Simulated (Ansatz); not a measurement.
Start from `CC[O][Al]([O]CC)[O]CC` and change one element to get `CC[O][In]([O]CC)[O]CC`.

Ansatz, PBE0-D4/def2-TZVP geometries, multiplicity 1. Each molecule was computed in one conformer, which needn't be the lowest.

Elements past krypton have def2 core potentials.

```json
{"property": "HOMO energy (PBE0/def2-TZVPP) / eV", "`CC[O][Al]([O]CC)[O]CC`": "-7.85"}
{"property": "LUMO energy (PBE/def2-TZVPP) / eV", "`CC[O][Al]([O]CC)[O]CC`": "-0.89"}
{"property": "HOMO energy (PBE/def2-TZVPP) / eV", "`CC[O][Al]([O]CC)[O]CC`": "-6.32"}
{"property": "HOMO energy (ωB97M-V/def2-TZVPP) / eV", "`CC[O][Al]([O]CC)[O]CC`": "-10.26"}
{"property": "LUMO energy (ωB97M-V/def2-TZVPP) / eV", "`CC[O][Al]([O]CC)[O]CC`": "1.49"}
{"property": "HOMO energy (B3LYP/def2-TZVPP) / eV", "`CC[O][Al]([O]CC)[O]CC`": "-7.61"}
```

(1) Give the same properties after the change, and the shifts. (An estimate is asked.)

Results:

(1) The calculation gave: 
```json
{"property": "HOMO energy (PBE0/def2-TZVPP) / eV", "`CC[O][In]([O]CC)[O]CC`": "-7.51", "shift": "0.34"}
{"property": "LUMO energy (PBE/def2-TZVPP) / eV", "`CC[O][In]([O]CC)[O]CC`": "-2.49", "shift": "-1.60"}
{"property": "HOMO energy (PBE/def2-TZVPP) / eV", "`CC[O][In]([O]CC)[O]CC`": "-5.97", "shift": "0.35"}
{"property": "HOMO energy (ωB97M-V/def2-TZVPP) / eV", "`CC[O][In]([O]CC)[O]CC`": "-9.94", "shift": "0.32"}
{"property": "LUMO energy (ωB97M-V/def2-TZVPP) / eV", "`CC[O][In]([O]CC)[O]CC`": "0.28", "shift": "-1.21"}
{"property": "HOMO energy (B3LYP/def2-TZVPP) / eV", "`CC[O][In]([O]CC)[O]CC`": "-7.29", "shift": "0.32"}
```

With PBE0 the HOMO rises by 0.34 eV and the LUMO falls by 1.57 eV, so the gap narrows by about 1.91 eV. PBE moves the HOMO by 0.35 eV and ωB97M-V by 0.32 eV.

B3LYP here is the variant with VWN-RPA as its local correlation; programs differ in this.
